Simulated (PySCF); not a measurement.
Fe(OH2)6, H12FeO6 (cation, charge +2), SMILES [Fe+2](<-[OH2])(<-[OH2])(<-[OH2])(<-[OH2])(<-[OH2])<-[OH2], multiplicity 5, GFN2-xTB optimised geometry.

```
19

Fe     0.00     0.00     0.00
O      0.00     2.34     0.21
H      0.00     2.85     1.03
H     -0.01     2.99    -0.51
O      0.00     0.21    -2.34
H      0.77     0.26    -2.92
H     -0.77     0.27    -2.92
O     -2.35     0.01     0.00
H     -2.93    -0.76    -0.07
H     -2.93     0.78     0.07
O      2.35     0.00     0.00
H      2.93     0.77     0.07
H      2.93    -0.77    -0.06
O      0.01    -0.21     2.34
H     -0.76    -0.26     2.92
H      0.78    -0.26     2.92
O     -0.01    -2.34    -0.21
H     -0.01    -2.99     0.50
H     -0.01    -2.85    -1.03
```

Density from unrestricted PBE0/def2-SVP in PySCF 2.14.0 at that geometry.

Minimum of the electron density along straight lines between bonded atoms, close to the bond critical point (lines longer than 1.1 times the sum of covalent radii, or with two minima, are not listed):

```json
[
 {"bond": "O2–H3", "length / Å": "0.963", "ρ at the minimum / e bohr⁻³": "0.347", "∇²ρ there / e bohr⁻⁵": "-2.63", "position (fraction from the first atom)": "0.83"},
 {"bond": "O2–H4", "length / Å": "0.963", "ρ at the minimum / e bohr⁻³": "0.347", "∇²ρ there / e bohr⁻⁵": "-2.63", "position (fraction from the first atom)": "0.83"},
 {"bond": "O5–H6", "length / Å": "0.963", "ρ at the minimum / e bohr⁻³": "0.346", "∇²ρ there / e bohr⁻⁵": "-2.66", "position (fraction from the first atom)": "0.83"},
 {"bond": "O5–H7", "length / Å": "0.963", "ρ at the minimum / e bohr⁻³": "0.346", "∇²ρ there / e bohr⁻⁵": "-2.66", "position (fraction from the first atom)": "0.83"},
 {"bond": "O8–H9", "length / Å": "0.963", "ρ at the minimum / e bohr⁻³": "0.347", "∇²ρ there / e bohr⁻⁵": "-2.63", "position (fraction from the first atom)": "0.83"},
 {"bond": "O8–H10", "length / Å": "0.963", "ρ at the minimum / e bohr⁻³": "0.347", "∇²ρ there / e bohr⁻⁵": "-2.63", "position (fraction from the first atom)": "0.83"},
 {"bond": "O11–H12", "length / Å": "0.963", "ρ at the minimum / e bohr⁻³": "0.347", "∇²ρ there / e bohr⁻⁵": "-2.63", "position (fraction from the first atom)": "0.83"},
 {"bond": "O11–H13", "length / Å": "0.963", "ρ at the minimum / e bohr⁻³": "0.347", "∇²ρ there / e bohr⁻⁵": "-2.63", "position (fraction from the first atom)": "0.83"},
 {"bond": "O14–H15", "length / Å": "0.963", "ρ at the minimum / e bohr⁻³": "0.346", "∇²ρ there / e bohr⁻⁵": "-2.66", "position (fraction from the first atom)": "0.83"},
 {"bond": "O14–H16", "length / Å": "0.963", "ρ at the minimum / e bohr⁻³": "0.346", "∇²ρ there / e bohr⁻⁵": "-2.66", "position (fraction from the first atom)": "0.83"},
 {"bond": "O17–H18", "length / Å": "0.963", "ρ at the minimum / e bohr⁻³": "0.347", "∇²ρ there / e bohr⁻⁵": "-2.63", "position (fraction from the first atom)": "0.83"},
 {"bond": "O17–H19", "length / Å": "0.963", "ρ at the minimum / e bohr⁻³": "0.347", "∇²ρ there / e bohr⁻⁵": "-2.63", "position (fraction from the first atom)": "0.83"}
]
```
